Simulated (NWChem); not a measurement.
Program: NWChem. System: CH3FGe, charge 0, spin multiplicity 1, at a geometry optimised with PBE/def2-SVP. The structure started from a generated list of species. Level: G0W0@PBE0/def2-TZVPD, RI basis def2-tzvpd-rifit.

Input file:

```
start mol
memory heap 200 mb stack 700 mb global 1700 mb
geometry units angstroms nocenter noautoz
  Ge    -0.472096    -0.078234     0.000000
  F      0.818061    -1.312414     0.000000
  C      0.772781     1.495180     0.000000
  H      0.240426     2.467399     0.000000
  H      1.433716     1.438373    -0.892257
  H      1.433716     1.438373     0.892257
  symmetry group Cs
end
basis spherical
  * library def2-tzvpd
end
basis "ri basis" bse spherical
  * library def2-tzvpd-rifit
end
dft
  xc pbe0
  iterations 100
  direct
  tolerances tight
end
task dft energy
gw
  method cdgw
  states alpha occ 4 vir 2
end
task dft gw
```

Part of the output:

```
             Northwest Computational Chemistry Package (NWChem) 7.3.0
             --------------------------------------------------------

                                NWChem Input Module
                                -------------------

 Scaling coordinates for geometry "geometry" by  1.889725989
 (inverse scale =  0.529177249)

 Turning off AUTOSYM since
 SYMMETRY directive was detected!

                             Geometry "geometry" -> ""
                             -------------------------

 Output coordinates in angstroms (scale by  1.889725989 to convert to a.u.)

  No.       Tag          Charge          X              Y              Z
 ---- ---------------- ---------- -------------- -------------- --------------
    1 Ge                  32.0000    -0.47209600    -0.07823400     0.00000000
    2 F                    9.0000     0.81806100    -1.31241400     0.00000000
    3 C                    6.0000     0.77278100     1.49518000     0.00000000
    4 H                    1.0000     0.24042600     2.46739900     0.00000000
    5 H                    1.0000     1.43371600     1.43837300    -0.89225700
    6 H                    1.0000     1.43371600     1.43837300     0.89225700

 Effective nuclear repulsion energy (a.u.)     179.5638138298

            Nuclear Dipole moment (a.u.)
            ----------------------------
        X                 Y               Z
 ---------------- ---------------- ----------------
     0.0000396842     0.0000207870     0.0000000000

      Symmetry information
      --------------------

 Group name             Cs
 Group number              2
 Group order               2
 No. of unique centers     5

      Symmetry unique atoms

     1    2    3    4    5


 Summary of "ao basis" -> "" (spherical)
 ------------------------------------------------------------------------------
       Tag                 Description            Shells   Functions and Types
 ---------------- ------------------------------  ------  ---------------------
 *                         def2-tzvpd                 on all atoms

 new library libraries.bse/

 Summary of "ri basis" -> "" (spherical)
 ------------------------------------------------------------------------------
       Tag                 Description            Shells   Functions and Types
 ---------------- ------------------------------  ------  ---------------------
 *                      def2-tzvpd-rifit              on all atoms

                                 NWChem DFT Module
                                 -----------------

 Summary of "ao basis" -> "ao basis" (spherical)
 ------------------------------------------------------------------------------
       Tag                 Description            Shells   Functions and Types
 ---------------- ------------------------------  ------  ---------------------
 Ge                        def2-tzvpd               18       54   7s5p5d1f
 F                         def2-tzvpd               14       40   6s4p3d1f
 C                         def2-tzvpd               13       37   6s3p3d1f
 H                         def2-tzvpd                5        9   3s2p

 Summary of "ao basis" -> "ao basis" (spherical)
 ------------------------------------------------------------------------------
       Tag                 Description            Shells   Functions and Types
 ---------------- ------------------------------  ------  ---------------------
 Ge                        def2-tzvpd               18       54   7s5p5d1f
 F                         def2-tzvpd               14       40   6s4p3d1f
 C                         def2-tzvpd               13       37   6s3p3d1f
 H                         def2-tzvpd                5        9   3s2p

      Symmetry analysis of basis
      --------------------------

        a'        104
        a"         54

            General Information
            -------------------
          SCF calculation type: DFT
          Wavefunction type:  closed shell.
          No. of atoms     :     6
          No. of electrons :    50
           Alpha electrons :    25
            Beta electrons :    25
          Charge           :     0
          Spin multiplicity:     1
          Use of symmetry is: on ; symmetry adaption is: on
          Maximum number of iterations: 100
          This is a Direct SCF calculation.
          AO basis - number of functions:   158
                     number of shells:    60
          Convergence on energy requested:  1.00D-06
          Convergence on density requested:  1.00D-05
          Convergence on gradient requested:  5.00D-04

              XC Information
              --------------
                         PBE0 Method XC Functional
                     Hartree-Fock (Exact) Exchange  0.250
          PerdewBurkeErnzerhof Exchange Functional  0.750
            Perdew 1991 LDA Correlation Functional  1.000 local
           PerdewBurkeErnz. Correlation Functional  1.000 non-local

             Grid Information
             ----------------
          Grid used for XC integration:  medium
          Radial quadrature: Mura-Knowles
          Angular quadrature: Lebedev.
          Tag              B.-S. Rad. Rad. Pts. Rad. Cut. Ang. Pts.
          ---              ---------- --------- --------- ---------
          Ge                  1.25      112          10.0       590
          F                   0.50       49          12.0       434
          C                   0.70       49          11.0       434
          H                   0.35       45          12.0       434
          Grid pruning is: on
          Number of quadrature shells:   300
[...]
 2-e energy   =    1049.945618
 HOMO         =      -0.243354
 LUMO         =      -0.050075

      Symmetry analysis of molecular orbitals - initial
      -------------------------------------------------

  Numbering of irreducible representations:

     1 a'          2 a"

  Orbital symmetries:

     1 a'          2 a'          3 a'          4 a'          5 a"
     6 a'          7 a'          8 a'          9 a'         10 a'
    11 a"         12 a'         13 a'         14 a'         15 a"
    16 a"         17 a'         18 a'         19 a'         20 a'
    21 a"         22 a'         23 a"         24 a'         25 a'
    26 a"         27 a'         28 a'         29 a'         30 a'
    31 a"         32 a'         33 a'         34 a"         35 a'

   convergence    iter        energy       DeltaE   RMS-Dens  Diis-err    time
 ---------------- ----- ----------------- --------- --------- ---------  ------
 d= 0,ls=0.0,diis     1  -2216.3492008270 -2.40D+03  8.28D-03  9.24D-01     9.4
 d= 0,ls=0.0,diis     2  -2216.1583158653  1.91D-01  4.41D-03  3.12D+00    15.6
 d= 0,ls=0.0,diis     3  -2216.4272569093 -2.69D-01  9.47D-04  6.02D-02    21.2
 d= 0,ls=0.0,diis     4  -2216.4302704627 -3.01D-03  4.65D-04  1.28D-02    26.7
 d= 0,ls=0.0,diis     5  -2216.4315913066 -1.32D-03  1.02D-04  7.41D-04    34.6
 d= 0,ls=0.0,diis     6  -2216.4316829224 -9.16D-05  2.78D-05  3.14D-05    40.5
 d= 0,ls=0.0,diis     7  -2216.4316844005 -1.48D-06  7.83D-06  3.06D-06    45.9
 d= 0,ls=0.0,diis     8  -2216.4316845915 -1.91D-07  1.92D-06  1.02D-07    51.5

         Total DFT energy =    -2216.431684591488
      One electron energy =    -3445.420449784043
           Coulomb energy =     1145.067007711088
    Exchange-Corr. energy =      -95.642056348318
 Nuclear repulsion energy =      179.563813829785

 Numeric. integr. density =       50.000001221388

     Total iterative time =     48.5s

                  Occupations of the irreducible representations
                  ----------------------------------------------

                     irrep           alpha         beta
                     --------     --------     --------
                     a'               19.0         19.0
                     a"                6.0          6.0

                       DFT Final Molecular Orbital Analysis
                       ------------------------------------

 Vector   23  Occ=2.000000D+00  E=-4.036792D-01  Symmetry=a"
              MO Center=  8.9D-01, -2.8D-01, -1.4D-14, r^2= 2.6D+00
   Bfn.  Coefficient  Atom+Function         Bfn.  Coefficient  Atom+Function
  ----- ------------  ---------------      ----- ------------  ---------------
    63      0.391275  2 F  pz                66      0.322778  2 F  pz
    69      0.223844  2 F  pz               103     -0.194308  3 C  pz
   106     -0.152452  3 C  pz               109     -0.140490  3 C  pz
   142      0.131988  5 H  s                151     -0.131988  6 H  s
   141      0.088359  5 H  s                150     -0.088359  6 H  s

 Vector   24  Occ=2.000000D+00  E=-3.825196D-01  Symmetry=a'
              MO Center=  3.7D-01, -3.7D-02,  1.4D-15, r^2= 3.1D+00
   Bfn.  Coefficient  Atom+Function         Bfn.  Coefficient  Atom+Function
  ----- ------------  ---------------      ----- ------------  ---------------
    62      0.348532  2 F  py                65      0.285591  2 F  py
     5     -0.271418  1 Ge s                  6     -0.210394  1 Ge s
   102      0.188791  3 C  py                68      0.184213  2 F  py
    18     -0.156520  1 Ge py               105      0.148674  3 C  py
   133      0.145467  4 H  s                  4      0.130388  1 Ge s

 Vector   25  Occ=2.000000D+00  E=-2.550789D-01  Symmetry=a'
              MO Center= -3.1D-01,  2.3D-01,  4.6D-15, r^2= 3.1D+00
   Bfn.  Coefficient  Atom+Function         Bfn.  Coefficient  Atom+Function
  ----- ------------  ---------------      ----- ------------  ---------------
     6      0.450735  1 Ge s                 17     -0.310611  1 Ge px
     5      0.277526  1 Ge s                108      0.205381  3 C  py
    20     -0.192037  1 Ge px               102      0.177282  3 C  py
    18     -0.167286  1 Ge py               101      0.167732  3 C  px
   105      0.157246  3 C  py                61      0.148815  2 F  px

 Vector   26  Occ=0.000000D+00  E=-9.100873D-02  Symmetry=a"
              MO Center= -5.1D-01, -2.3D-03,  3.3D-14, r^2= 3.0D+00
   Bfn.  Coefficient  Atom+Function         Bfn.  Coefficient  Atom+Function
  ----- ------------  ---------------      ----- ------------  ---------------
    22      0.640859  1 Ge pz                19      0.480163  1 Ge pz
    13     -0.208454  1 Ge pz               109     -0.139109  3 C  pz
    63     -0.131498  2 F  pz                69     -0.118767  2 F  pz
    66     -0.103029  2 F  pz                46      0.090278  1 Ge d  1
    10      0.080160  1 Ge pz               142      0.069545  5 H  s

 Vector   27  Occ=0.000000D+00  E= 1.296284D-03  Symmetry=a'
              MO Center= -6.9D-01,  2.8D-01,  2.6D-13, r^2= 5.9D+00
   Bfn.  Coefficient  Atom+Function         Bfn.  Coefficient  Atom+Function
  ----- ------------  ---------------      ----- ------------  ---------------
    99      1.657439  3 C  s                100      1.024812  3 C  s
   143     -0.781635  5 H  s                152     -0.781635  6 H  s
     6     -0.613314  1 Ge s                 20     -0.506735  1 Ge px
   134     -0.412938  4 H  s                 21      0.398874  1 Ge py
   107      0.367367  3 C  px                43     -0.357463  1 Ge d -2

 Vector   28  Occ=0.000000D+00  E= 1.462295D-02  Symmetry=a'
              MO Center=  8.4D-01,  1.1D+00, -8.2D-15, r^2= 9.2D+00
   Bfn.  Coefficient  Atom+Function         Bfn.  Coefficient  Atom+Function
  ----- ------------  ---------------      ----- ------------  ---------------
    99      4.640410  3 C  s                134     -2.362439  4 H  s
   100      1.941913  3 C  s                143     -1.519564  5 H  s
   152     -1.519564  6 H  s                 60     -0.817135  2 F  s
    21     -0.725617  1 Ge py                98     -0.574339  3 C  s
   139      0.540685  4 H  py               108      0.519722  3 C  py

 center of mass
 --------------
 x =  -0.12168531 y =  -0.12935345 z =   0.00000000

 moments of inertia (a.u.)
 ------------------
         255.000653750049          -1.703524571438           0.000000000000
          -1.703524571438         148.964846158431           0.000000000000
           0.000000000000           0.000000000000         392.504494494268

     Multipole analysis of the density
     ---------------------------------

     L   x y z        total         alpha         beta         nuclear
     -   - - -        -----         -----         ----         -------
     0   0 0 0     -0.000000    -25.000000    -25.000000     50.000000

     1   1 0 0     -0.369822     -0.184931     -0.184931      0.000040
     1   0 1 0      0.788553      0.394266      0.394266      0.000021
     1   0 0 1     -0.000000     -0.000000     -0.000000      0.000000

     2   2 0 0    -23.496771    -49.078565    -49.078565     74.660360
     2   1 1 0      0.827292     -5.245631     -5.245631     11.318553
     2   1 0 1     -0.000000     -0.000000     -0.000000      0.000000
     2   0 2 0    -23.727435    -82.101202    -82.101202    140.474969
     2   0 1 1     -0.000000     -0.000000     -0.000000      0.000000
     2   0 0 2    -19.702305    -12.694157    -12.694157      5.686010

 Task  times  cpu:       51.5s     wall:       51.5s

                                NWChem Input Module
                                -------------------

                                 NWChem GW Module
                                 ----------------

                             ***********************
                             ***        GW       ***
                             ***********************

 Summary of "ri basis" -> "ri basis" (spherical)
 ------------------------------------------------------------------------------
       Tag                 Description            Shells   Functions and Types
 ---------------- ------------------------------  ------  ---------------------
 Ge                     def2-tzvpd-rifit            41      175   11s10p9d6f4g1h
 F                      def2-tzvpd-rifit            26       92   9s7p5d4f1g
 C                      def2-tzvpd-rifit            26       92   9s7p5d4f1g
 H                      def2-tzvpd-rifit            10       24   5s3p2d

                 Memory Information
                 ------------------
          Available GA per process is          1699.8 MBs
          Available stack per process is        700.0 MBs
          Available heap per process is           0.0 MBs

          Peak memory in Initialization
              Peak GA per process is                 15.6 MBs
              Peak stack per process is               0.3 MBs
              Peak heap per process is               16.3 MBs
              Memory not in MA per process            0.0 MBs

          Peak memory in CDGW Calculation
              Peak GA per process is                 18.6 MBs
              Peak stack per process is               2.8 MBs
              Peak heap per process is                3.3 MBs
              Memory not in MA per process            0.0 MBs

          Computing 2-center integrals
          Computing Inverse Cholesky factor
          Computing 3-center integrals
          Computing Vxc

          Computing Sigma_x
          Computing W(iw) on the imaginary grid
          Solving quasiparticle equations

                  Alpha Orbitals
          State     Energy (eV)     Error (eV)
          -----------------------------------
@GW        22        -13.292           0.005
@GW        23        -13.170           0.005
@GW        24        -12.537           0.002
@GW        25         -8.986           0.002
@GW        26         -0.361           0.002
@GW        27          1.783           0.004

     GW Timing Statistics
   ------------------------
   Init.   :          0.2s
     ERIs  :          3.7s
     Distr.:          0.0s
     Vxc   :          5.8s
   Vmo     :          0.0s
   iW      :          5.6s
   I_n     :          0.0s
   R_n     :          0.8s
   GW total:         16.1s

 Task  times  cpu:       16.1s     wall:       16.1s

 Total times  cpu:       67.7s     wall:       67.7s
```
